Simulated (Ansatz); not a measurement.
Consider the formal exchange of groups at a P–In bond: `[CH3][InH][PH2]` + `[AlH2][SiH3]` → `[AlH2][SiH2]P` + `[CH3][InH2]`.

Gas-phase electronic energies from Ansatz, PBE0-D4/def2-TZVP geometries. CCSD(T)/CBS adds triple-zeta CCSD(T) − MP2 to the extrapolated MP2 energy (def2 sets, frozen cores). This one scheme is used for every species. DFT in def2-TZVPP. HSE06 is defined as in plane-wave codes. Elements past krypton have def2 core potentials. For In outer-core shells are correlated without core-valence functions, which leaves a few kJ/mol of doubt a bond. One conformer a species, not always the lowest.

`[CH3][InH][PH2]`:

Cartesian coordinates in Å:
```
C -1.162 0.003 -1.254
In 0.772 -0.022 -0.307
P 0.956 -0.715 2.088
H -1.114 -0.482 -2.231
H -1.910 -0.496 -0.639
H -1.472 1.039 -1.409
H 2.232 0.332 -1.165
H 1.880 0.311 2.421
H -0.183 0.030 2.496
```

`[AlH2][SiH3]`:

```xyz
7

Al    0.496   -0.614    1.166
Si   -0.347    0.456   -0.878
H     2.015   -1.054    1.308
H    -0.496   -0.875    2.380
H    -1.456   -0.347   -1.472
H    -0.906    1.806   -0.574
H     0.695    0.628   -1.929
```

`[AlH2][SiH2]P`:

Cartesian coordinates in Å:
```
Al -1.107 -1.082 1.287
Si -0.164 0.767 -0.023
P 0.985 -0.071 -1.791
H -1.950 -2.208 0.550
H -0.882 -1.183 2.857
H 0.661 1.707 0.789
H -1.274 1.569 -0.622
H 1.708 1.123 -2.055
H 2.024 -0.622 -0.993
```

`[CH3][InH2]`:

```xyz
7

C     0.688   -0.738   -0.024
In   -0.796    0.822    0.020
H     0.525   -1.423   -0.855
H     1.678   -0.287   -0.139
H     0.688   -1.297    0.913
H    -1.752    1.173   -1.378
H    -1.031    1.750    1.462
```

```tsv
level	ΔE (kJ/mol)	difference from CCSD(T)/CBS
r2SCAN-D4	36.9	-4.1
HSE06-D4	35.0	-6.0
BLYP	42.5	1.5
HSE06	36.5	-4.5
CAM-B3LYP	38.6	-2.4
RPA@PBE/def2-TZVPP	39.7	-1.3
HF/def2-SVP	41.3	0.3
MP2/def2-SVP	41.0	0.0
HF/def2-QZVPP	40.7	-0.3
MP2/def2-QZVPP	43.7	2.7
CCSD(T)/CBS	41.0	0
```

Largest T1 diagnostic among the species: 0.014.

The D4 term adds −3.4 kJ/mol with B3LYP and −1.7 kJ/mol with PBE0; it sums over pairs of atoms, weighted by their polarisabilities, and B3LYP, whose exchange is more repulsive, gets the larger term. Leaving LDA and LC-ωPBE aside and taking each functional with its dispersion term where it has one, the values, not all of them listed here, spread over 13.4 kJ/mol, from B97M-V to B2PLYP.

B3LYP here is the variant with VWN-RPA as its local correlation; programs differ in this.
